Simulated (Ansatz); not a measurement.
Total energies of C₂H₂F₅InO (`[F][In]([F])[O]CC(F)(F)F`).

Z-matrix (Å, degrees):
```
In
F 1 2.525
F 1 1.931 2 93.5
O 1 1.987 2 73.0 3 119.8
F 1 1.922 2 113.4 3 -122.2
C 2 1.384 1 106.2 3 -120.1
C 4 1.387 1 116.4 2 -28.7
F 6 1.323 2 106.6 1 147.0
F 6 1.325 2 105.7 1 -97.2
H 7 1.096 4 109.5 1 173.1
H 7 1.099 4 113.8 1 -65.7
```

Charge 0, multiplicity 1. Correlated methods include outer-core shells of In, which these sets cover unevenly. In takes the def2 core potential. Geometry: relaxed with PBE0-D4/def2-TZVP. It is one conformer, not always the lowest. Basis def2-TZVPP, Ansatz 0.2.0.

RPA on PBE orbitals: Hartree–Fock energy of these orbitals -838.39104 Eh, correlation -3.08893 Eh (frozen core).

```
             functional  energy without D4 (Eh)  D4 term (kJ/mol)
            LDA (SPW92)              -837.66072                 –
                    PBE              -841.71973             -25.6
                 revPBE              -842.18259             -76.9
                   BLYP              -842.23843             -55.8
                 r2SCAN              -842.15334              -6.5
                 B97M-V              -842.16092                 –
                   PBE0              -841.71296             -21.8
                  B3LYP              -842.41758             -41.2
                r2SCANh              -842.10047              -6.9
                r2SCAN0              -842.02447              -7.6
HSE06 (plane-wave form)              -841.68482             -20.4
                  BHLYP              -842.00938             -32.1
              CAM-B3LYP              -842.16895             -22.2
                LC-ωPBE              -842.03001                 –
                ωB97X-V              -842.12825                 –
                ωB97M-V              -842.14949                 –
                 B2PLYP              -841.77219                 –
               PBE-QIDH              -841.43128                 –
```

B3LYP takes the VWN-RPA correlation (the form of Gaussian; ORCA's B3LYP/G). HSE06 is the plane-wave form, built on full-range PBE exchange. The double hybrids freeze the cores in their second-order part.

LC-ωPBE has ω = 0.4 bohr⁻¹.
